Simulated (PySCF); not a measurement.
## Bond length, frequency and bond energy of AlTe⁺ by level of theory

State: ³Σ⁻ (triplet), unpaired electrons π ↑↑. Set-up: PySCF, scalar-relativistic core potentials, basis sets Al def2-SVP, Te def2-SVP with ECP28. De refers to Al⁺ + Te in their high-spin ground configurations, without counterpoise correction. The functionals are run spin-unrestricted. A positive dipole points towards Te; it is taken about the centre of mass and depends on that origin.

| Level | Re (Å) | ωe (cm⁻¹) | De (eV) | μ (D) |
| --- | --- | --- | --- | --- |
| UHF | 3.299 | 117 | 0.58 | -8.23 |
| UHF-MP2 | 3.189 | 138 | 0.73 | n/a |
| UHF-SCS-MP2 | 3.207 | 134 | 0.70 | n/a |
| UHF-CCSD | 3.173 | 140 | 0.73 | n/a |
| UHF-CCSD(T) | 3.157 | 144 | 0.77 | n/a |
| PBE | 3.127 | 157 | 1.10 | -6.25 |
| r²SCAN | 3.129 | 155 | 1.01 | -6.37 |
| PBE0 | 3.115 | 158 | 0.99 | -6.46 |
| MN15 | 3.187 | 135 | 0.90 | -7.19 |
| BHandHLYP | 3.174 | 143 | 0.80 | -7.15 |
| M06-2X | 3.160 | 150 | 0.87 | -7.30 |

The bond length runs from 3.115 Å (PBE0) to 3.299 Å (UHF). De spans 0.58 eV (UHF, mean field) to 1.10 eV (PBE, GGA). Correlation at CCSD(T) changes the Hartree–Fock bond energy by +0.19 eV; the triples alone change it by +0.04 eV.

Correlated steps freeze 9 core orbitals. Correlated levels converge slowly with the basis: in double zeta they bind strong bonds too weakly, by up to about 1 eV, and carry superposition errors of some tenths. Spin–orbit coupling is left out, which matters for elements this heavy, above all for dissociation energies. For an ion De counts to the pair picked by the measured ionisation energies or electron affinities, which need not be the lowest pair at this level. The state was picked by a PBE0 search and need not be the measured ground state.
